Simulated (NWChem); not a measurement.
Correlation energy of H4Al (-1)

```
Al
H 1 1.6464
H 1 1.6464 2 109.47
H 1 1.6464 2 109.47 3 -120.00
H 1 1.6464 2 109.47 3 120.00
```
Charge -1, spin multiplicity 1.

All runs are NWChem calculations. All single points use one geometry, from B3LYP/def2-SVP, a minimum by its harmonic frequencies.

Basis set: aug-cc-pVDZ. Each correlation energy counts from its own Hartree-Fock reference.

```csv
method,correlation energy (mHa),difference from CCSD(T)
SCS-MP2,-128.2,+20.2
CR-CCSD(T),-148.0,+0.3
CCSD+T(CCSD),-148.4,0.0
CCSD(T),-148.3,0.0
CCSD,-146.0,+2.4
MP2,-112.8,+35.5
CR-CCSD[T],-148.1,+0.3
```

The values span 35.5 mHa, from CCSD+T(CCSD) (lowest) to MP2 (highest). 

The correlated methods keep 5 core orbitals frozen. The structure started from a generated list of species. The anion's geometry comes from a basis without diffuse functions. Differences from the coupled-cluster row are differences between methods, not errors against experiment.
